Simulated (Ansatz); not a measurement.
```yaml
crystal:
  periodic: [false, false, false]
  atoms:
    - {symbol: C, position_ang: [-2.892157, -1.282224, 0.472553]}
    - {symbol: N, position_ang: [-1.686193, -0.542250, 0.426893]}
    - {symbol: Nb, position_ang: [-0.124888, 0.129241, -0.039064]}
    - {symbol: N, position_ang: [-0.543186, 2.087450, -0.172510]}
    - {symbol: C, position_ang: [0.461986, 3.056619, -0.519077]}
    - {symbol: C, position_ang: [-1.828388, 2.711648, 0.002763]}
    - {symbol: N, position_ang: [0.952084, -0.099638, 1.638708]}
    - {symbol: C, position_ang: [2.316108, 0.348484, 1.725940]}
    - {symbol: C, position_ang: [0.531858, -0.736793, 2.858830]}
    - {symbol: C, position_ang: [0.498247, 0.229969, -2.457598]}
    - {symbol: C, position_ang: [1.717595, 0.028599, -1.777991]}
    - {symbol: C, position_ang: [1.661019, -1.240003, -1.161299]}
    - {symbol: C, position_ang: [0.419379, -1.840495, -1.466137]}
    - {symbol: C, position_ang: [-0.022600, -3.207539, -1.065500]}
    - {symbol: C, position_ang: [-0.299283, -0.918836, -2.268598]}
    - {symbol: H, position_ang: [-2.870984, -2.030710, 1.275007]}
    - {symbol: H, position_ang: [-3.750074, -0.624535, 0.661086]}
    - {symbol: H, position_ang: [-3.086455, -1.810328, -0.470576]}
    - {symbol: H, position_ang: [1.446510, 2.595059, -0.627088]}
    - {symbol: H, position_ang: [0.230884, 3.570927, -1.466667]}
    - {symbol: H, position_ang: [0.552732, 3.832460, 0.256077]}
    - {symbol: H, position_ang: [-2.167396, 3.208910, -0.920686]}
    - {symbol: H, position_ang: [-2.575586, 1.973656, 0.289107]}
    - {symbol: H, position_ang: [-1.791291, 3.484957, 0.785835]}
    - {symbol: H, position_ang: [2.449919, 1.064417, 2.550909]}
    - {symbol: H, position_ang: [2.633798, 0.852658, 0.809520]}
    - {symbol: H, position_ang: [3.015218, -0.485522, 1.904148]}
    - {symbol: H, position_ang: [-0.508858, -1.048250, 2.787237]}
    - {symbol: H, position_ang: [0.627721, -0.054713, 3.718054]}
    - {symbol: H, position_ang: [1.145791, -1.623709, 3.086362]}
    - {symbol: H, position_ang: [0.214748, 1.114398, -3.008042]}
    - {symbol: H, position_ang: [2.544632, 0.721942, -1.733037]}
    - {symbol: H, position_ang: [2.432003, -1.681203, -0.546063]}
    - {symbol: H, position_ang: [-1.109043, -3.270136, -0.992630]}
    - {symbol: H, position_ang: [0.304054, -3.950165, -1.800259]}
    - {symbol: H, position_ang: [0.396144, -3.493204, -0.098798]}
    - {symbol: H, position_ang: [-1.296078, -1.071133, -2.657398]}
basis:
  gaussian: {orbitals: def2-TZVPD}
magnetization: {spin_polarized: true, initial_magnetization: 6}
hamiltonian: {xc: {name: B2PLYP}}
output: {forces: true}
```

```sh
$ ansatz run in.yaml --threads 11 --pin off --events-out ev --progress --plain --max-ram 120832MiB --backend cuda --devices 0, --max-vram 75GiB
```

Output, abridged:

```
Functional definition: B2PLYP
5325 factors; integrals over basis functions are off by at most 9.6e-4 eV
mean field evaluation 1: about -17714.4558 eV, gradient 7.0e1 eV
mean field evaluation 2: about -17714.6173 eV, gradient 7.0e1 eV
mean field evaluation 4: about -17728.5578 eV, gradient 4.6e1 eV
mean field evaluation 8: about -17739.2026 eV, gradient 1.9e0 eV
mean field evaluation 16: about -17739.7422 eV, gradient 3.6e-1 eV
mean field evaluation 32: about -17739.7558 eV, gradient 1.4e-1 eV
mean field evaluation 64: about -17739.7556 eV, gradient 1.9e-1 eV
mean field evaluation 160: about -17740.0744 eV, gradient 2.2e-1 eV
mean field evaluation 192: about -17740.0676 eV, gradient 6.3e-1 eV
mean field -17740.07641898 eV, -651.9357837420 hartree, gradient 5.1e-6 eV, S^2 12.027425; 15 other end points of the search recorded, 0 dependent functions left out
14 core orbitals not correlated: weight in the atoms' cores, before any rotation towards them, 1.000 or more for the frozen orbitals, at most 0.000 for the correlated occupied ones
reference -17740.07670278 eV, -651.9357941714 hartree; 50, 44 occupied and 692, 698 virtual orbitals, 5325 factors
second order -91.93338514 eV of doubles, -0.00000000 eV of singles
mean field evaluation 224: about -17739.9176 eV, gradient 3.6e-1 eV
Total energy: -17764.89871677 eV, -652.8479863604 hartree
Atom 0 at    -2.892157    -1.282224     0.472553 Å, force     0.201227     0.386691     1.030471 eV/Å
Atom 1 at    -1.686193    -0.542250     0.426893 Å, force    -8.582118    -4.383631     1.771619 eV/Å
Atom 2 at    -0.124888     0.129241    -0.039064 Å, force     6.815728    -0.435109    -6.474914 eV/Å
Atom 3 at    -0.543186     2.087450    -0.172510 Å, force    -0.880405     5.287783    -0.762154 eV/Å
Atom 4 at     0.461986     3.056619    -0.519077 Å, force     0.667626     0.315780     0.204345 eV/Å
Atom 5 at    -1.828388     2.711648     0.002763 Å, force    -0.500726    -0.131525     0.286163 eV/Å
Atom 6 at     0.952084    -0.099638     1.638708 Å, force     3.204306    -0.754916     4.303871 eV/Å
Atom 7 at     2.316108     0.348484     1.725940 Å, force     0.479371     0.587567    -0.043119 eV/Å
Atom 8 at     0.531858    -0.736793     2.858830 Å, force    -0.492691    -0.105043     0.291825 eV/Å
Atom 9 at     0.498247     0.229969    -2.457598 Å, force    -0.489292     0.465403     0.074605 eV/Å
Atom 10 at     1.717595     0.028599    -1.777991 Å, force     0.497017     0.389539     0.001249 eV/Å
Atom 11 at     1.661019    -1.240003    -1.161299 Å, force     0.000922    -0.220053     0.598509 eV/Å
Atom 12 at     0.419379    -1.840495    -1.466137 Å, force    -0.178534    -0.256270    -0.148261 eV/Å
Atom 13 at    -0.022600    -3.207539    -1.065500 Å, force    -0.015221    -0.254739    -0.040219 eV/Å
Atom 14 at    -0.299283    -0.918836    -2.268598 Å, force    -0.401840    -0.299177    -0.113497 eV/Å
Atom 15 at    -2.870984    -2.030710     1.275007 Å, force     0.003817    -0.057907    -0.090874 eV/Å
Atom 16 at    -3.750074    -0.624535     0.661086 Å, force    -0.114927     0.044850    -0.166558 eV/Å
Atom 17 at    -3.086455    -1.810328    -0.470576 Å, force     0.085679     0.059255    -0.239850 eV/Å
Atom 18 at     1.446510     2.595059    -0.627088 Å, force    -0.134901    -0.055566     0.029261 eV/Å
Atom 19 at     0.230884     3.570927    -1.466667 Å, force    -0.237731    -0.130302     0.093645 eV/Å
Atom 20 at     0.552732     3.832460     0.256077 Å, force    -0.174669    -0.031022    -0.003868 eV/Å
Atom 21 at    -2.167396     3.208910    -0.920686 Å, force     0.223434    -0.068623    -0.019244 eV/Å
Atom 22 at    -2.575586     1.973656     0.289107 Å, force     0.024261    -0.006220    -0.027223 eV/Å
Atom 23 at    -1.791291     3.484957     0.785835 Å, force     0.176643    -0.034884    -0.029933 eV/Å
Atom 24 at     2.449919     1.064417     2.550909 Å, force    -0.126008    -0.097756     0.081812 eV/Å
Atom 25 at     2.633798     0.852658     0.809520 Å, force    -0.132804    -0.075143     0.042310 eV/Å
Atom 26 at     3.015218    -0.485522     1.904148 Å, force    -0.260450    -0.091310     0.070295 eV/Å
Atom 27 at    -0.508858    -1.048250     2.787237 Å, force    -0.006645    -0.009523    -0.032023 eV/Å
Atom 28 at     0.627721    -0.054713     3.718054 Å, force     0.090950     0.069927    -0.136847 eV/Å
Atom 29 at     1.145791    -1.623709     3.086362 Å, force     0.094066     0.123812    -0.173649 eV/Å
Atom 30 at     0.214748     1.114398    -3.008042 Å, force     0.032245    -0.057984    -0.115952 eV/Å
Atom 31 at     2.544632     0.721942    -1.733037 Å, force     0.041127    -0.057035    -0.086660 eV/Å
Atom 32 at     2.432003    -1.681203    -0.546063 Å, force     0.037975    -0.068927    -0.093343 eV/Å
Atom 33 at    -1.109043    -3.270136    -0.992630 Å, force     0.035506    -0.027016    -0.015848 eV/Å
Atom 34 at     0.304054    -3.950165    -1.800259 Å, force    -0.026026     0.015850     0.031042 eV/Å
Atom 35 at     0.396144    -3.493204    -0.098798 Å, force    -0.007416    -0.007085    -0.021453 eV/Å
Atom 36 at    -1.296078    -1.071133    -2.657398 Å, force     0.050503    -0.029690    -0.075533 eV/Å
Dipole moment:     0.015947    -0.284236    -0.291602 e Å
```

Task: Something in this input is off. What?

Result: The spin is set far too high for this molecule. The calculation finished and met its thresholds. The result belongs to that input, not to the molecule as meant.
